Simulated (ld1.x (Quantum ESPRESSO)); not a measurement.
## sulfur (S), ultrasoft: configuration errors across variants

sulfur, ultrasoft, made with ld1.x (Quantum ESPRESSO) 7.5 (PBE, scalar-relativistic). Core [He], reference 2s2 2p6 3s2 3p3.75 (charge +0.25). Waves: 2s (bound): rcut 0.65, rcutus 0.80 bohr; 3s (bound): rcut 0.65, rcutus 0.80 bohr; 2p (bound): rcut 0.65, rcutus 0.80 bohr; 3p (bound): rcut 0.65, rcutus 0.80 bohr. Local part: all-electron potential smoothed inside 0.65 bohr (lloc = -2). Core correction: none. Augmentation charge: PSQ, inside the norm-conserving radii.

All-electron excitation energies from the reference (eV): (1) 2s2 2p6 3s2 3p4 -2.036; (2) 2s2 2p6 3s2 3p3 9.733; (3) 2s2 2p6 3s2 3p2 32.016; (4) 2s2 2p6 3s1 3p5 8.274; (5) 2s2 2p5 3s2 3p4 171.648; (6) 2s2 2p6 3s2 3p4.3 -3.745; (7) 2s1 2p6 3s2 3p4 225.278.

2 further variants failed, have other tests or too few solved ones, and are left out.

Errors AE − PS in meV (a dash: test not solved or not reliable):

```csv
change,(1),(2),(3),(4),(5),(6),(7),bound ghosts
base,-0.1,+0.6,+3.6,-13,-564,-0.2,-705,none
"all radii scaled by about 0.80 (s 0.64, p 0.64 bohr, rcut 0.52/0.52); local potential all-electron potential smoothed inside 0.52 bohr (lloc = -2)",-0.3,+1.0,+2.7,+0.1,+122,-0.5,+2.8,none
"all radii scaled by about 1.12 (s 0.90, p 0.90 bohr, rcut 0.72/0.72); local potential all-electron potential smoothed inside 0.72 bohr (lloc = -2)",–,–,–,–,–,–,–,none
```

Problem. Give the same row for: all radii scaled by about 1.25 (s 1.00, p 1.00 bohr, rcut 0.82/0.82); local potential all-electron potential smoothed inside 0.82 bohr (lloc = -2).

Solution. 0.0, 0.0, +0.4, -0.8, +276, -0.1, –; bound ghosts: none. Not counted: 2s1 2p6 3s2 3p4 (solver errors, printed error -3559 eV).
